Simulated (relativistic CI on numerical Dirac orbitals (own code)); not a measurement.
## Sc²⁺ in a cubic cluster: L2,3 absorption with charge transfer

Computed with a charge-transfer multiplet model of a cubic metal-ligand cluster with up to one ligand hole, Slater and spin-orbit integrals from Dirac-Coulomb-Breit ions, Slater integrals scaled by 0.8. The ground state mixes d1 with configurations of k ligand holes L, whose averages lie at kΔ + k(k − 1)U_dd/2; a core hole lowers each added d electron by U_cd. 300 K, Lorentzian 0.4 eV and Gaussian 0.3 eV FWHM.

Atomic integrals in eV (Slater integrals scaled, ζ unscaled), ground: F2dd 4.710, F4dd 2.885, zeta_d 0.008; with the core hole: F2dd 6.786, F4dd 4.228, zeta_d 0.015, zeta_core 3.008, F2cd 3.515, G1cd 2.451, G3cd 1.388. Where a configuration has fewer than two d electrons, the dd integrals are those of d2.

Cluster parameters (eV): U_dd = 4.5, U_cd = 5, 10Dq = 1.25, 10Dq(ligand) = 0.1, V(eg) = 2.25, V(t2g) = -1.08, final-state hopping factor = 0.9.

```csv
Case,n_d,d1,d2L,S
Δ = 6.9 eV,1.21,0.79,0.21,0.50
Δ = 7.9 eV,1.19,0.81,0.19,0.50
Δ = 8.9 eV,1.16,0.84,0.16,0.50
Δ = 10.9 eV,1.13,0.87,0.13,0.50
Δ = 11.9 eV,1.12,0.88,0.12,0.50
```

Weights, n_d and S are thermal averages at 300 K. Photon energies count from the first peak over 30 % of the highest in each spectrum, which can be another peak from case to case. The parameters are a model scan and need not match a compound or its usual spin state. Peaks in eV (height, largest 100):
- Δ = 6.9 eV: -1.7 (23), 0.0 (45), 1.3 (100), 2.7 (63), 4.5 (87), 5.6 (100)
- Δ = 7.9 eV: -1.6 (22), 0.0 (45), 1.4 (99), 2.7 (63), 4.6 (87), 5.7 (100)
- Δ = 8.9 eV: -1.6 (22), 0.0 (45), 1.4 (98), 2.7 (63), 4.5 (86), 5.7 (100)
- Δ = 10.9 eV: -1.6 (22), 0.0 (45), 1.4 (98), 2.8 (62), 4.6 (87), 5.8 (100)
- Δ = 11.9 eV: -1.6 (21), 0.0 (45), 1.4 (98), 2.8 (62), 4.6 (87), 5.8 (100)

Curve for Δ = 8.9 eV (points under 2 left out, the grid thinned):

(E (eV), Intensity): (-3.1, 2.1), (-2.8, 3.2), (-2.5, 4.6), (-2.3, 6.3), (-2.0, 12.8), (-1.7, 21.7), (-1.5, 21.1), (-1.2, 19.6), (-0.9, 26.1), (-0.6, 33.2), (-0.3, 40.9), (-0.1, 44.7), (0.2, 41.8), (0.5, 43.8), (0.7, 53.5), (1.0, 77.2), (1.3, 97.8), (1.6, 84.3), (1.9, 41.7), (2.1, 32.3), (2.4, 49.1), (2.7, 62.6), (2.9, 61.4), (3.2, 41.8), (3.5, 30.0), (3.8, 44.3), (4.1, 57.0), (4.3, 70.8), (4.6, 85.9), (4.9, 61.2), (5.1, 60.3), (5.4, 85.0), (5.7, 100.0), (6.0, 86.9), (6.3, 48.2), (6.5, 24.9), (6.8, 11.3), (7.1, 7.6), (7.3, 6.1), (7.6, 4.1), (7.9, 3.1), (8.2, 2.7), (8.5, 3.1), (8.7, 3.4), (9.0, 2.3)

For the case Δ = 8.9 eV, Δ = 8.9 eV is larger than U_dd = 4.5 eV, the Mott-Hubbard side of the Zaanen-Sawatzky-Allen scheme. With the core hole the configuration with one ligand hole lies at Δ + U_dd − U_cd = 6.4, 7.4, 8.4, 10.4, 11.4 eV from the one without, in the order of the table; where this is negative the screened configuration lies lower.

With at most 1 ligand hole the space is cut while the next configuration still counts, so covalency is underestimated, and a final configuration with one more ligand hole, which can lie low, is missing from the spectra.
